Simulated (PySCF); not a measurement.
C8H14OSi, SMILES [SiH2](c1ccco1)C(C)(C)C at its GFN2-xTB optimised geometry (Å):

```
24

C     -2.7270    -2.7137    -1.6224
C     -1.7869    -1.5093    -1.5589
C     -0.9141    -1.4952    -2.8158
C     -2.6245    -0.2295    -1.5232
Si    -0.6862    -1.6269     0.0111
C      0.5827    -0.2489     0.0000
C      1.9521    -0.2489     0.0000
C      2.3633     1.1020     0.0000
C      1.2155     1.8346     0.0019
O      0.1426     1.0334     0.0018
H     -2.1633    -3.6427    -1.6731
H     -3.3666    -2.7530    -0.7432
H     -3.3650    -2.6541    -2.5042
H     -0.2474    -0.6350    -2.8158
H     -1.5351    -1.4425    -3.7104
H     -0.3068    -2.3961    -2.8775
H     -1.9876     0.6505    -1.4686
H     -3.2867    -0.2241    -0.6596
H     -3.2379    -0.1505    -2.4212
H     -1.5277    -1.5143     1.2090
H      0.0547    -2.8931     0.0201
H      2.5807    -1.1157    -0.0013
H      3.3666     1.4769    -0.0013
H      1.0416     2.8931     0.0019
```

Method: B3LYP/def2-SVP (PySCF).

Map of the electron localisation function on the plane z = 1.0 Å:

```
|000000000000000000000000000|
|000000000000000000000000000|
|000000000000000000000000000|
|000000000000000000000000000|
|000000000000002431000000000|
|000000000000004651000000000|
|000000000000003652000000000|
|000000000000001553100000000|
|000000000000001566421342000|
|000000000002432477654564000|
|000000000004663235765553000|
|000000000002563002664210000|
|000000000000122102552000000|
|000000000000035556641000000|
|000000004741257776642000000|
|000000039996356544553100000|
|000000089999433211366300000|
|000000199999411000146300000|
|000000069997332000012000000|
|000000006863477300000000000|
|000000000112699820000000000|
|000000000001699830000000000|
|000000000001588500000000000|
|000000000000132000000000000|
|000000000000000000000000000|
|000000000000000000000000000|
|000000000000000000000000000|
```
Scale: ten equal steps from 0.000 (start of '0') to 1.000 (end of '9'), in the order '0123456789'; x runs from -5.50 to 5.50, y from -5.50 (bottom) to 5.50 (top).
